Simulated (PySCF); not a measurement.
H7NOSi2.

```xyz
11

Si     1.8015     0.0677     0.3523
O      0.5091    -0.0725    -0.6776
Si    -1.1618    -0.0855    -0.6219
N     -1.8130     0.0783     0.9639
H      1.8020    -1.0304     1.3649
H      3.0527    -0.0099    -0.4485
H      1.7689     1.3722     1.0792
H     -1.6393     1.0629    -1.4339
H     -1.6094    -1.3913    -1.1701
H     -1.8678     0.9741     1.4368
H     -1.8435    -0.6952     1.6196
```
Charge 0, spin multiplicity 1.

Geometry: B3LYP-D3(BJ)/def2-SVP. Other conformers were not sampled.

Level of theory: HF/pcSseg-1 (PySCF). Non-relativistic, no solvent.

Computed absolute GIAO shielding of each atom: isotropic value and principal components (ppm):
| atom | σ(iso) | σ11 | σ22 | σ33 | span |
|---|---|---|---|---|---|
| Si1 | 441.1 | 409.5 | 417.8 | 496.1 | 86.6 |
| O2 | 306.9 | 278.4 | 283.7 | 358.5 | 80.2 |
| Si3 | 434.3 | 417.1 | 437.9 | 448.1 | 31.1 |
| N4 | 243.3 | 228.7 | 234.5 | 266.9 | 38.2 |
| H5 | 27.3 | 24.1 | 25.9 | 31.9 | 7.8 |
| H6 | 27.3 | 24.1 | 25.4 | 32.4 | 8.3 |
| H7 | 27.3 | 24.1 | 25.9 | 31.9 | 7.8 |
| H8 | 27.5 | 23.7 | 25.8 | 33.0 | 9.4 |
| H9 | 27.5 | 23.7 | 25.8 | 33.0 | 9.4 |
| H10 | 30.4 | 24.0 | 25.7 | 41.6 | 17.6 |
| H11 | 30.4 | 24.0 | 25.7 | 41.6 | 17.6 |
